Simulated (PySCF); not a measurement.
Ge(OH)(SMe)3, SMILES [Ge]([S]C)([S]C)([S]C)[OH] (C3H10GeOS3), GFN2-xTB optimised geometry.

```
18

C     -2.16     0.39    -0.52
S     -0.45     0.75     0.00
Ge     0.38    -1.36     0.00
O     -0.20    -1.98    -1.56
S     -0.45    -2.74     1.60
C      0.55    -2.19     3.02
S      2.65    -1.36     0.00
C      2.93    -0.17    -1.35
H     -2.65    -0.23     0.21
H     -2.65     1.36    -0.59
H     -2.14    -0.09    -1.49
H     -0.14    -2.93    -1.70
H      1.60    -2.30     2.79
H      0.30    -1.17     3.27
H      0.27    -2.85     3.84
H      2.45    -0.53    -2.26
H      4.01    -0.13    -1.49
H      2.55     0.80    -1.07
```

Density from PBE0/def2-SVP (PySCF) at that geometry.

Minimum of the electron density along straight lines between bonded atoms, close to the bond critical point (lines longer than 1.1 times the sum of covalent radii, or with two minima, are not listed):

```csv
bond,length / Å,ρ at the minimum / e bohr⁻³,∇²ρ there / e bohr⁻⁵,position (fraction from the first atom)
C1–S2,1.819,0.176,-0.30,0.46
S2–Ge3,2.263,0.096,0.02,0.55
Ge3–O4,1.778,0.137,0.65,0.47
Ge3–S5,2.266,0.095,0.02,0.45
S5–C6,1.822,0.175,-0.29,0.54
Ge3–S7,2.273,0.094,0.02,0.45
S7–C8,1.820,0.176,-0.30,0.54
C1–H9,1.086,0.280,-1.07,0.64
C1–H10,1.085,0.279,-1.06,0.64
C1–H11,1.084,0.282,-1.09,0.65
O4–H12,0.956,0.356,-2.38,0.82
C6–H13,1.085,0.281,-1.07,0.64
C6–H14,1.085,0.281,-1.07,0.64
C6–H15,1.085,0.280,-1.06,0.64
C8–H16,1.086,0.281,-1.08,0.64
C8–H17,1.085,0.280,-1.06,0.64
C8–H18,1.086,0.281,-1.08,0.64
```
